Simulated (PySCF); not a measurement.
**Gas-phase XPS of `[AsH2]CC[AsH2]`, computed**

Compound: C2H8As2.
Numbering: `[AsH2:1][CH2:2][CH2:3][AsH2:4]`

Theory: delta-SCF UKS SCAN, pcX-2 on the ionised atom, pcseg-1 elsewhere, spin-free X2C (PySCF 2.14.0). Binding energies are ΔSCF values: E(core-ionised, relaxed orbitals) − E(ground state) at a fixed geometry, referred to the vacuum level.

Problem. Give the core binding energies atom by atom.

Solution. 
| atom(s) | bonded to | level | binding energy (eV) | count |
| --- | --- | --- | --- | --- |
| C2/C3 | C, 2 H and As | C 1s | 290.61 | 2 |

Problem. Which photon wavelength matches the C 1s of C2/C3 threshold?

Solution. λ = hc/E = 12398.42 eV Å / 290.61 eV = 42.663 Å.

Problem. Give the binding energy of C 1s of C2/C3 in hartree and in kJ/mol.

Solution. 290.61 eV = 10.6797 Eh = 28040 kJ/mol.

One atom of each set of topologically equivalent atoms was ionised and stands for the set; in this conformer not all members are related by symmetry, and their own values weren't computed. No level of arsenic is listed. Geometry: PBE0-D3(BJ)/def2-SVP, one conformer, isolated molecule.

The values belong to the conformer `[AsH2:1][CH2:2][CH2:3][AsH2:4]`: As1–C2–C3–As4 -66°, H–As1–C2–C3 -42°, H–As1–C2–C3 50°, H–As4–C3–C2 -165°, H–As4–C3–C2 -72°.
